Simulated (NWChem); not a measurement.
C$_{2}$H$_{6}$Cl$_{2}$Si; SMILES C[Si](C)(Cl)Cl

All runs: NWChem. All runs use the structure optimised with PBE-D3(BJ)/def2-SVP. Level PBE/def2-SVP: energy and gradient; each run changes one setting, and changes count from the defaults (medium grid, exact Coulomb integrals, symmetry on).

Task: Which setting moves the energy most, and by about how much (Coulomb fitting, Ahlrichs set; tight SCF thresholds and tolerances; symmetry off; extra-fine grid; defaults)?

Result: Coulomb fitting, Ahlrichs set, by about 400 μHa.
```
setting                              size of the energy change (μHa)  largest change of a gradient component (μHa/bohr)
-----------------------------------  -------------------------------  -------------------------------------------------
defaults                                                        < 10                                               < 30
tight SCF thresholds and tolerances                             < 10                                                 50
Coulomb fitting, Ahlrichs set                                    400                                                 50
symmetry off                                                    < 10                                        other frame
extra-fine grid                                                 < 10                                               < 30
```
